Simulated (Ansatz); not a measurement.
Born–Oppenheimer molecular dynamics of a periodic cell of 13 atoms, Mg$_{12}$H (host Mg, host structure hcp, interstitial H). It goes on from the last frame of an earlier run, with new velocities.

The calculation used DFT LDA, scalar-relativistic, plane waves, PAW in Ansatz. Settings: accuracy low, cutoff 420 eV, k mesh 3x2x3, fermi-dirac smearing 0.05 eV, no spin polarisation.

```
ensemble        : NVT, Langevin thermostat
time step       : 0.75 fs
steps asked     : 300
set temperature : 1260 K
friction        : 0.005 /fs
seed            : 289245
```

Frames 15 fs apart, positions in Å.

Velocities at 30 fs (Å/ps):

```
Mg 4.37 1.45 4.00
Mg -0.72 4.01 -3.73
Mg 2.60 -0.76 3.83
Mg -2.53 -1.67 6.78
Mg -5.26 4.17 -4.40
Mg -4.81 5.88 6.10
Mg 1.78 0.76 10.01
Mg 7.08 4.26 10.99
Mg -2.61 -0.57 -0.81
Mg -1.60 2.30 -15.32
Mg 8.88 -4.19 -8.04
Mg -6.79 5.54 -0.50
H -17.91 -23.84 7.20
```

```xyz
13
Lattice="6.4200 0.0000 0.0000 -4.8150 8.3398 0.0000 0.0000 0.0000 5.2130" Properties=species:S:1:pos:R:3 time_fs=30 energy_less_start_eV=0.662 T=843
Mg 0.080 0.066 0.338
Mg 0.114 1.827 2.504
Mg -1.428 2.827 -0.264
Mg -2.394 4.188 2.313
Mg -3.418 5.660 -0.092
Mg -3.663 7.349 2.716
Mg 3.197 0.111 0.090
Mg 3.461 1.630 2.776
Mg 1.690 2.903 -0.389
Mg 1.181 4.562 2.226
Mg -0.147 5.465 0.002
Mg -0.447 7.417 2.420
H -4.207 5.292 3.530
13
Lattice="6.4200 0.0000 0.0000 -4.8150 8.3398 0.0000 0.0000 0.0000 5.2130" Properties=species:S:1:pos:R:3 time_fs=45 energy_less_start_eV=1.064 T=783
Mg 0.141 0.088 0.367
Mg 0.055 1.935 2.478
Mg -1.399 2.772 -0.159
Mg -2.413 4.202 2.444
Mg -3.504 5.717 -0.103
Mg -3.748 7.425 2.846
Mg 3.174 0.099 0.211
Mg 3.526 1.658 2.895
Mg 1.694 2.898 -0.415
Mg 1.145 4.552 2.018
Mg -0.073 5.440 -0.151
Mg -0.520 7.485 2.466
H -4.178 5.114 3.534
13
Lattice="6.4200 0.0000 0.0000 -4.8150 8.3398 0.0000 0.0000 0.0000 5.2130" Properties=species:S:1:pos:R:3 time_fs=60 energy_less_start_eV=1.045 T=812
Mg 0.172 0.118 0.356
Mg -0.017 2.042 2.460
Mg -1.411 2.719 -0.019
Mg -2.345 4.329 2.588
Mg -3.602 5.782 -0.076
Mg -3.787 7.487 2.970
Mg 3.094 0.103 0.230
Mg 3.572 1.673 2.951
Mg 1.775 2.877 -0.465
Mg 1.128 4.533 1.930
Mg -0.090 5.402 -0.357
Mg -0.547 7.453 2.567
H -3.842 5.014 3.181
13
Lattice="6.4200 0.0000 0.0000 -4.8150 8.3398 0.0000 0.0000 0.0000 5.2130" Properties=species:S:1:pos:R:3 time_fs=75 energy_less_start_eV=0.973 T=801
Mg 0.156 0.142 0.360
Mg -0.108 2.132 2.483
Mg -1.472 2.668 0.135
Mg -2.167 4.501 2.669
Mg -3.702 5.878 -0.004
Mg -3.828 7.531 2.973
Mg 3.013 0.124 0.237
Mg 3.608 1.726 2.998
Mg 1.900 2.815 -0.465
Mg 1.095 4.567 1.932
Mg -0.162 5.431 -0.544
Mg -0.497 7.368 2.621
H -4.049 5.661 3.185
13
Lattice="6.4200 0.0000 0.0000 -4.8150 8.3398 0.0000 0.0000 0.0000 5.2130" Properties=species:S:1:pos:R:3 time_fs=90 energy_less_start_eV=1.235 T=861
Mg 0.065 0.194 0.303
Mg -0.149 2.140 2.593
Mg -1.548 2.652 0.321
Mg -1.983 4.709 2.740
Mg -3.778 5.935 0.135
Mg -3.841 7.569 2.915
Mg 3.017 0.151 0.261
Mg 3.577 1.779 2.982
Mg 1.957 2.780 -0.432
Mg 1.042 4.616 1.980
Mg -0.240 5.424 -0.674
Mg -0.429 7.273 2.660
H -3.727 5.521 3.083
13
Lattice="6.4200 0.0000 0.0000 -4.8150 8.3398 0.0000 0.0000 0.0000 5.2130" Properties=species:S:1:pos:R:3 time_fs=105 energy_less_start_eV=1.054 T=889
Mg -0.059 0.229 0.198
Mg -0.150 2.059 2.761
Mg -1.629 2.732 0.452
Mg -1.880 4.870 2.692
Mg -3.792 5.888 0.247
Mg -3.792 7.581 2.855
Mg 3.081 0.129 0.261
Mg 3.451 1.804 2.869
Mg 1.928 2.834 -0.343
Mg 1.016 4.614 2.046
Mg -0.255 5.394 -0.674
Mg -0.346 7.249 2.608
H -3.783 5.326 3.191
13
Lattice="6.4200 0.0000 0.0000 -4.8150 8.3398 0.0000 0.0000 0.0000 5.2130" Properties=species:S:1:pos:R:3 time_fs=120 energy_less_start_eV=0.376 T=1239
Mg -0.171 0.216 0.021
Mg -0.121 1.973 2.928
Mg -1.712 2.853 0.467
Mg -1.917 4.950 2.544
Mg -3.732 5.862 0.247
Mg -3.719 7.588 2.801
Mg 3.215 0.101 0.252
Mg 3.281 1.826 2.748
Mg 1.827 2.894 -0.259
Mg 1.023 4.569 2.083
Mg -0.150 5.382 -0.518
Mg -0.214 7.291 2.480
H -3.894 5.550 3.443
13
Lattice="6.4200 0.0000 0.0000 -4.8150 8.3398 0.0000 0.0000 0.0000 5.2130" Properties=species:S:1:pos:R:3 time_fs=135 energy_less_start_eV=0.335 T=1199
Mg -0.244 0.188 -0.144
Mg -0.098 1.916 3.034
Mg -1.791 2.982 0.419
Mg -1.992 4.931 2.385
Mg -3.610 5.790 0.153
Mg -3.588 7.582 2.755
Mg 3.299 0.060 0.203
Mg 3.092 1.835 2.624
Mg 1.680 2.890 -0.125
Mg 1.062 4.490 2.118
Mg -0.076 5.375 -0.315
Mg -0.092 7.371 2.390
H -3.605 5.783 3.448
13
Lattice="6.4200 0.0000 0.0000 -4.8150 8.3398 0.0000 0.0000 0.0000 5.2130" Properties=species:S:1:pos:R:3 time_fs=150 energy_less_start_eV=0.466 T=1357
Mg -0.254 0.145 -0.262
Mg -0.102 1.877 3.055
Mg -1.825 3.049 0.304
Mg -2.101 4.869 2.282
Mg -3.472 5.742 0.000
Mg -3.419 7.544 2.669
Mg 3.345 0.002 0.081
Mg 2.870 1.855 2.553
Mg 1.538 2.839 0.012
Mg 1.144 4.404 2.253
Mg -0.081 5.415 -0.149
Mg -0.017 7.486 2.321
H -3.368 5.708 3.166
13
Lattice="6.4200 0.0000 0.0000 -4.8150 8.3398 0.0000 0.0000 0.0000 5.2130" Properties=species:S:1:pos:R:3 time_fs=165 energy_less_start_eV=0.372 T=1342
Mg -0.190 0.065 -0.315
Mg -0.165 1.924 3.013
Mg -1.862 3.102 0.150
Mg -2.140 4.755 2.297
Mg -3.378 5.761 -0.216
Mg -3.217 7.495 2.506
Mg 3.347 -0.093 -0.094
Mg 2.675 1.854 2.502
Mg 1.414 2.794 0.127
Mg 1.287 4.373 2.417
Mg -0.097 5.511 -0.069
Mg 0.030 7.564 2.256
H -3.951 5.722 3.112
13
Lattice="6.4200 0.0000 0.0000 -4.8150 8.3398 0.0000 0.0000 0.0000 5.2130" Properties=species:S:1:pos:R:3 time_fs=180 energy_less_start_eV=0.129 T=1254
Mg -0.077 -0.013 -0.294
Mg -0.306 2.014 2.876
Mg -1.900 3.097 -0.028
Mg -2.104 4.635 2.413
Mg -3.329 5.776 -0.403
Mg -3.099 7.423 2.342
Mg 3.346 -0.148 -0.319
Mg 2.618 1.828 2.541
Mg 1.316 2.740 0.187
Mg 1.398 4.384 2.574
Mg -0.101 5.602 -0.056
Mg 0.105 7.575 2.223
H -3.472 5.696 2.874
13
Lattice="6.4200 0.0000 0.0000 -4.8150 8.3398 0.0000 0.0000 0.0000 5.2130" Properties=species:S:1:pos:R:3 time_fs=195 energy_less_start_eV=0.371 T=1027
Mg 0.010 -0.038 -0.258
Mg -0.468 2.092 2.650
Mg -1.973 3.079 -0.208
Mg -1.987 4.497 2.556
Mg -3.288 5.795 -0.485
Mg -3.049 7.359 2.202
Mg 3.330 -0.201 -0.550
Mg 2.650 1.806 2.615
Mg 1.241 2.695 0.185
Mg 1.469 4.468 2.703
Mg -0.102 5.651 -0.044
Mg 0.147 7.558 2.240
H -3.192 5.788 3.008
```

Of the whole run (225 fs, mean temperature of the second half 1150 K): A run of 0.23 ps of so small a system gives no equilibrium averages. Limits of this set-up: coarse k mesh, odd electron count without spin, a small cell, in which the defect meets its images, a typed lattice constant that wasn't relaxed here, low accuracy level.

Run time: 20 min on 2 threads of Arm Neoverse V2, with other jobs on the host, peak memory 0.58 GiB.
